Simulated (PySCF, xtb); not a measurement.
CH₅F₃Si₂, SMILES C[Si@H](F)[SiH](F)F.

GFN2-xTB run with xtb at its own geometry gives an orbital gap of 4.45 eV and a dipole moment of 2.05 D.

The structure is a stationary point at PBE-D3(BJ)/def2-SVP. The structure was generated by enumeration; whether it is a known compound was not checked. Other conformers were not sampled.

**Question.** What does PBE/def2-TZVP (PySCF) give? (The exact figures need the calculation; the answer reports its results.)

**Answer.** gap 5.31 eV (levels -7.14 and -1.83 eV), dipole 2.24 D.
